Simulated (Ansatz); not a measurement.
Total energies of CH₈GaNSi (`CN[SiH2][GaH2]`).

```xyz
12

C    -0.418   -2.059    0.298
N    -0.384   -0.619    0.436
Si    0.498    0.408   -0.631
Ga    0.126    2.702    0.004
H    -1.310   -2.476    0.775
H     0.461   -2.564    0.721
H    -0.468   -2.323   -0.762
H    -0.516   -0.301    1.382
H     1.977    0.140   -0.669
H     0.031    0.129   -2.022
H     0.488    3.903   -0.947
H    -0.484    3.058    1.415
```

Total charge 0; spin multiplicity 1. Correlated methods include outer-core shells of Ga, which these sets cover unevenly. Scalar relativity is left out up to krypton. All single points use the PBE0-D4/def2-TZVP geometry. It is one conformer, not always the lowest. Basis def2-TZVPP, the Gaussian-basis code of Ansatz.

RPA on PBE orbitals: Hartree–Fock energy of these orbitals -2309.13390 Eh, correlation -1.27180 Eh (frozen core).

```tsv
functional	energy without D4 (Eh)	D4 term (kJ/mol)
LDA (SPW92)	-2306.99467	–
PBE	-2311.47957	-24.0
revPBE	-2311.82424	-69.4
BLYP	-2312.07039	-51.9
r2SCAN	-2311.96005	-5.9
B97M-V	-2311.60954	–
PBE0	-2311.56420	-20.4
B3LYP	-2312.13980	-38.7
r2SCANh	-2311.94385	-6.3
r2SCAN0	-2311.92109	-7.0
HSE06 (plane-wave form)	-2311.55092	-19.1
BHLYP	-2311.97230	-31.4
CAM-B3LYP	-2312.13277	-20.9
LC-ωPBE	-2311.66352	–
ωB97X-V	-2311.80718	–
ωB97M-V	-2311.87070	–
B2PLYP	-2311.48269	–
PBE-QIDH	-2311.12913	–
```

B3LYP takes the VWN-RPA correlation (the form of Gaussian; ORCA's B3LYP/G). HSE06 is the plane-wave form, built on full-range PBE exchange. The double hybrids freeze the cores in their second-order part.

LC-ωPBE has ω = 0.4 bohr⁻¹.
